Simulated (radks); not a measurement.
Coulomb parameter of the 4f shell of the gadolinium ion Gd2+ in the model configuration [Xe] 4f5.5 5d1 6s1.5, as a second difference U = [E(n + 0.25) + E(n - 0.25) - 2 E(n)] / (0.25)^2 with all orbitals relaxed. "Bare": the charge of the atom changes with n. "Screened": the 6s shell takes up the change at fixed total charge, which measures U(4f,4f) + U(6s,6s) - 2 U(4f,6s). Method: scalar-relativistic Kohn-Sham, LDA (Slater exchange, Perdew-Wang correlation), spin-unpolarised, spherical densities, finite nucleus; Fermi nuclear charge, rms radius 5.1569 fm; computed with a radial shooting solver on a logarithmic mesh with Libxc functionals.

case                     configuration  E - E(n) (eV)
start             [Xe] 4f5.5 5d1 6s1.5          0.000
bare +0.25       [Xe] 4f5.75 5d1 6s1.5         -8.856
bare -0.25       [Xe] 4f5.25 5d1 6s1.5         10.064
screened +0.25  [Xe] 4f5.75 5d1 6s1.25         -4.638
screened -0.25  [Xe] 4f5.25 5d1 6s1.75          5.205

U(bare) = 19.343 eV, U(screened by 6s) = 9.079 eV, against the Slater integral F0(4f,4f) = 31.850 eV with frozen orbitals.
